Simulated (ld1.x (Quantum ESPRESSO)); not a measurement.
**u(r) = r·R(r): atom against pseudo-atom (I)**

Columns: radius, all-electron u(r) and pseudo u(r) of the 5s shell (level -16.02 eV) of iodine in the configuration [Kr] 4d10 5s2 5p5; PBE, non-relativistic, TM semilocal scheme, ld1.x (Quantum ESPRESSO) 7.5.

```tsv
r (bohr)	all-electron	pseudo
0.090	-0.1783	0.0188
0.180	0.1583	0.0383
0.270	0.2557	0.0591
0.360	0.0436	0.0819
0.450	-0.2153	0.1075
0.540	-0.3757	0.1367
0.630	-0.4081	0.1705
0.720	-0.3368	0.2099
0.810	-0.2008	0.2557
0.900	-0.0350	0.3089
0.990	0.1355	0.3696
1.080	0.2949	0.4372
1.170	0.4344	0.5096
1.260	0.5504	0.5834
1.350	0.6424	0.6533
1.440	0.7117	0.7140
1.530	0.7605	0.7607
1.620	0.7915	0.7915
1.710	0.8072	0.8072
1.800	0.8103	0.8103
1.890	0.8029	0.8029
1.980	0.7871	0.7871
2.070	0.7648	0.7648
2.160	0.7376	0.7376
2.250	0.7068	0.7068
2.340	0.6736	0.6736
```

**Question.** How many radial nodes do the two functions have?

**Answer.** The all-electron 5s function has n − l − 1 = 4 (the table is too coarse to show those close to the nucleus); the pseudo-wave has 0, since the states of the same l below it are removed with the core.

**Question.** At about which radius was the pseudo-wave matched?

**Answer.** 1.65 bohr. The columns agree to 0.0005 from 1.53 bohr on; several derivatives are matched, so the curves merge somewhat inside the radius.

**Question.** Where does each function peak?

**Answer.** Outermost all-electron maximum near 1.80 bohr, pseudo maximum near 1.80 bohr (to the table’s step).

**Question.** Is the pseudo-wave norm-conserving?

**Answer.** Yes: the TM semilocal scheme keeps the norm inside the radius equal to the all-electron one, which fixes the energy derivative of the logarithmic derivative at the level.
